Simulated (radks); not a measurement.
Question: All-electron atom: In+ in [Kr] 4d10 5s1 5p1 (not the ground configuration). Method: scalar-relativistic Kohn-Sham, SCAN, spin-unpolarised, spherical densities, finite nucleus; meta-GGA in the generalised Kohn-Sham scheme; Fermi nuclear charge, rms radius 4.6156 fm; computed with a radial shooting solver on a logarithmic mesh with Libxc functionals. Some entries of the table are withheld. Estimate them.

orbital,occ.,eigenvalue (hartree),<1/r> (bohr^-1),<r^2> (bohr^2)
1s,2,(1),51.85,0.001195
2s,2,-153.9272,11.83,0.01945
2p,6,-138.0588,11.38,0.01537
3s,2,-29.72486,4.195,0.1383
3p,6,(2),3.988,0.1395
3d,10,-16.37668,3.753,0.1250
4s,2,-4.86384,1.623,0.8173
4p,6,-3.29637,1.471,(3)
4d,10,-1.03712,1.144,1.640
5s,1,-0.59174,(4),6.932
5p,1,-0.33756,0.4075,10.94

Answer: 
(1) 1s eigenvalue (hartree): -1022.175
(2) 3p eigenvalue (hartree): -24.48169
(3) 4p <r^2> (bohr^2): 0.9729
(4) 5s <1/r> (bohr^-1): 0.5179
